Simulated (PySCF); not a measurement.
Ionisation energy of Tc by level of theory

Tc [Kr] 4d5 5s2 (6S) → Tc⁺ [Kr] 4d5 5s1 (7S), as a difference of total energies. Calculation: PySCF 2.14, in x2c-SVPall (6s5p5d1f, 53 functions); the spin-free X2C one-electron Hamiltonian (Gaussian nucleus). Correlated levels: valence: [Kr] frozen. The calculations carry no spin-orbit coupling.

**Question.** Order these methods by the ionisation energy they give, lowest first.
A. MP2 (valence)
B. UHF
C. SCS-MP2 (valence)
D. MN15

**Answer.** B (5.568 eV), A (6.480 eV), C (6.669 eV), D (7.138 eV).

Errors of the correlated levels include the incompleteness of this basis and the frozen core.

MP2 underrates the near-degeneracy of ns² with np² in the lower species.

For comparison: 7.119 eV (measured; NIST Atomic Spectra Database, ionization energies).
